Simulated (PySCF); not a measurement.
CuI, SMILES [Cu][I] (connectivity only; charge and spin as stated), charge +1, multiplicity 2.

The structure is a stationary point at PBE-D3(BJ)/def2-TZVP. The multiplicity is an assumed one; other spin states were not compared. The def2 effective core potentials stand for the cores of I; spin–orbit coupling is left out.

The numbers are results of PBE-D3(BJ)/def2-TZVP in PySCF 2.14.0, not measurements.

Frequencies are harmonic and unscaled.

Give all harmonic wavenumbers and intensities. (Estimate from the structure and the level; the computed values follow.)


```tsv
mode	ν (cm⁻¹)	IR (km/mol)	moving atoms (share of kinetic energy)
1	235	3.2	Cu 67 %, I 33 %
```
